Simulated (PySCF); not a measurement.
Input of a run (PBE0-D3(BJ)/def2-SVP geometry optimisation, gas phase (PySCF 2.14.0)), started from GFN2-xTB:
```
{"job": {"xc": "PBE0", "basis": "def2-SVP", "d3": "d3bj", "grid": 1, "shake": 0.01, "kind": "geom"}, "charge": 0, "multiplicity": 1}
C      1.976480     0.831400     1.511080
C      1.174260     0.790550     0.594490
C      0.242950     0.744020    -0.513960
C     -0.162540    -0.562680    -1.084060
C     -0.820600    -1.085780     0.162640
F     -1.779740    -2.036180     0.037710
C     -1.146950     0.284810    -0.318740
H      2.652400     0.917920     2.297690
H      0.413620     1.559670    -1.197100
H     -0.163390    -0.968310    -2.059940
H     -0.257940    -1.253310     1.091200
H     -2.088870     0.749610    -0.530040
```

Output (energies in Eh, forces in Eh/bohr):
```
step   0  E = -330.71774289  max force = 0.033726
step   1  E = -330.72178213  max force = 0.010335
step   2  E = -330.72210255  max force = 0.004562
step   3  E = -330.72231490  max force = 0.004558
step   4  E = -330.72238820  max force = 0.001424
step   5  E = -330.72240062  max force = 0.000360
optimisation converged
```

**Question.** Summarise the run.

**Answer.** The energy falls by 2.9 kcal/mol over 6 energy and gradient evaluations, the largest force component goes from 0.0337 to 3.6e-04 Eh/bohr, and the atoms move by 0.066 Å rms after alignment. Among the bonds, C1–H8 and C4–H10 change most and about equally (+0.032 to +0.033 Å). Bonds longer at the end by more than 0.005 Å: 6 of 13; shorter: 3. Among the angles that change most is C7–C3–H9, from 117.9° to 114.1°. The energy never rose by more than 1e-6 Eh on the way. The first step brought 87 % of the lowering.

**Question.** What are the final bond lengths?

**Answer.** C1≡C2 1.212 Å, C2–C3 1.450 Å, C3–C4 1.497 Å, C4–C5 1.484 Å, C5–F6 1.353 Å, C5–C7 1.484 Å, C3–C7 1.497 Å, C4–C7 1.485 Å, C1–H8 1.074 Å, C3–H9 1.097 Å, C4–H10 1.089 Å, C5–H11 1.099 Å, C7–H12 1.089 Å. Numbering counts from 1 in the input's order; the species is `C#C[C@H]1[C@H]2[C@H](F)[C@@H]12`.

The run used 123 basis functions and 44 SCF cycles in all. Time: 58 s wall; peak memory 0.52 GiB. Hardware: Arm Neoverse N1, one thread, shared host with 64 logical CPUs at a one-minute load of 61.

No frequency check.
